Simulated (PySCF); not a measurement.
PbSBr₂, singlet: computed properties

These are results of B3LYP in PySCF with Pb def2-SVP with ECP60, S def2-SVP, Br def2-SVP; scalar-relativistic core potentials, no spin–orbit coupling; density-fitted integrals, not measurements.

The structure is a minimum.

```xyz
4
charge 0 multiplicity 1, angstrom
Pb    0.0000    0.0000    0.4562
S     0.0000    0.0000    2.7904
Br    2.0375    0.0000   -1.1693
Br   -2.0375    0.0000   -1.1693
```

* Point group: C2v
* Bond lengths: Pb–Br 2.606 Å (×2), Pb–S 2.334 Å
* Bond angles: Br–Pb–Br 102.8°, Br–Pb–S 128.6° (×2)
* Principal quadrupole moments (Buckingham, traceless) about the centre of mass: -4.67, -1.22, 5.90 D Å
* Dipole moment: 0.54 D
* Principal polarisabilities: 47.0, 110.4, 132.2 bohr³
* Heat capacity Cp at 298.15 K: 79.5 J/(mol K)
* Enthalpy at 298.15 K above 0 K: 19.92 kJ/mol
* Rotational symmetry number: 2
* Atomisation energy without zero-point energy: 724 kJ/mol
* Entropy at 298.15 K and 1 bar: 383.0 J/(mol K)
* Highest occupied level: -7.22 eV
* Lowest empty level: -4.73 eV
* Zero-point energy: 6.0 kJ/mol
* Rotational constants: 0.03318, 0.02573, 0.01449 cm⁻¹

Harmonic modes (masses in u: Pb 207.977, S 31.972, Br 78.918):
```
symmetry  ω (cm⁻¹)  IR (km/mol)  μ (u)     type
      b1        64          3.7  56.89     bend
      a1        66          1.1  84.55     bend
      b2        72          7.1  40.31     bend
      a1       204         10.1  79.93  stretch
      b2       214         33.8  98.04  stretch
      a1       389         12.3  36.99  stretch
```

In C2v the vibrations span b1 + 3a1 + 2b2. Here b1 is antisymmetric to the molecular plane and b2 lies in it.

Charges (e):
```
 atom  Mulliken  Löwdin  polar tensor  Mayer order to Pb1
  Pb1      0.67    0.21          1.30                   –
   S2     -0.24   -0.09         -0.36                1.60
Br3,4     -0.21   -0.06         -0.47                0.91
```

Mulliken populations on Pb1 (electrons outside its core potential): s 3.56, p 7.57, d 10.20.

Outer orbital energies (eV). occupied: -9.99, -9.76, -9.00, -8.57, -8.55, -8.37, -7.48, -7.22; empty: -4.73, -3.05, -0.71, 0.96.

Counting electrons, lead keeps none of its valence electrons outside its bonds, so the VSEPR class is AX3 and the expected shape is trigonal planar; with unlike ligands the computed point group is C2v.

Only a few start shapes were tried, so a lower isomer may exist. With an element this heavy the missing spin–orbit coupling can shift these numbers.

The final relaxation and frequency run took roughly 3 core-minutes on a shared host.
